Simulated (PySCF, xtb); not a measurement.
TiF3, SMILES [F][Ti+]([F])[F], charge +1, multiplicity 1.

Harmonic wavenumbers (cm⁻¹) from xtb 6.7.1 with GFN2-xTB at its own minimum, in rising order: 173, 210, 210, 598, 676, 677.

Task: What does PBE-D3(BJ)/def2-SVP in PySCF give at its own minimum? (Estimate from the structure and the level; the computed values follow.)

Result: 173, 215, 215, 811, 887, 887. Paired by order, the mean absolute difference is 107 cm⁻¹ and the zero-point energies are 3.6 and 4.6 kcal/mol.
